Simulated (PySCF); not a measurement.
ReF₆, SMILES [F][Re+]([F])([F])([F])([F])[F], charge +1, multiplicity 1.

The structure is a stationary point at B3LYP-D3(BJ)/def2-SVP. The spin state was assumed, not searched. The isomer is the one that the SMILES or the coordinates give; other isomers of the formula were not compared. The def2 effective core potentials stand for the cores of Re; spin–orbit coupling is left out.

These are TDA-PBE0/def2-SVPD in PySCF values and carry that method's errors.

Vertical excitations; the highest root listed may be one member of a degenerate set. The molecule is in vacuum. State labels are in the subgroup D2h.

| state | symmetry | energy (eV) | λ (nm) | f | main pairs |
|---|---|---|---|---|---|
| S1 | B1g | 4.52 | 274 | 0.000 | HOMO→LUMO+1, HOMO−1→LUMO+2 (degenerate set) |
| S2 | B2g | 4.52 | 274 | 0.000 | HOMO→LUMO, HOMO−2→LUMO+2 (degenerate set) |
| S3 | B3g | 4.52 | 274 | 0.000 | HOMO−1→LUMO, HOMO−2→LUMO+1 (degenerate set) |
| S4 | Ag | 4.54 | 273 | 0.000 | HOMO→LUMO+2 33 %, HOMO−1→LUMO+1 33 %, HOMO−2→LUMO 33 % |
| S5 | B1g | 4.65 | 267 | 0.000 | HOMO−1→LUMO+2, HOMO→LUMO+1 (degenerate set) |
| S6 | B2g | 4.65 | 267 | 0.000 | HOMO−2→LUMO+2, HOMO→LUMO (degenerate set) |
| S7 | B3g | 4.65 | 267 | 0.000 | HOMO−2→LUMO+1, HOMO−1→LUMO (degenerate set) |
| S8 | Au | 5.01 | 247 | 0.000 | HOMO−3→LUMO+2 33 %, HOMO−4→LUMO+1 33 %, HOMO−5→LUMO 33 % |
| S9 | Au | 5.12 | 242 | 0.000 | HOMO−5→LUMO, HOMO−4→LUMO+1, HOMO−3→LUMO+2, HOMO−6→LUMO+2 (degenerate set) |
| S10 | Au | 5.12 | 242 | 0.000 | HOMO−3→LUMO+2, HOMO−4→LUMO+1, HOMO−8→LUMO (degenerate set) |
| T1 | Ag | 3.85 | 322 | 0 | HOMO→LUMO+2, HOMO−1→LUMO+1 (degenerate set) |
| T2 | Ag | 3.85 | 322 | 0 | HOMO−2→LUMO, HOMO−1→LUMO+1, HOMO→LUMO+2 (degenerate set) |
| T3 | Ag | 4.01 | 309 | 0 | HOMO−2→LUMO 33 %, HOMO−1→LUMO+1 33 %, HOMO→LUMO+2 33 % |
| T4 | B1g | 4.36 | 285 | 0 | HOMO→LUMO+1 50 %, HOMO−1→LUMO+2 50 % |
Triplets are in the Tamm–Dancoff approximation.
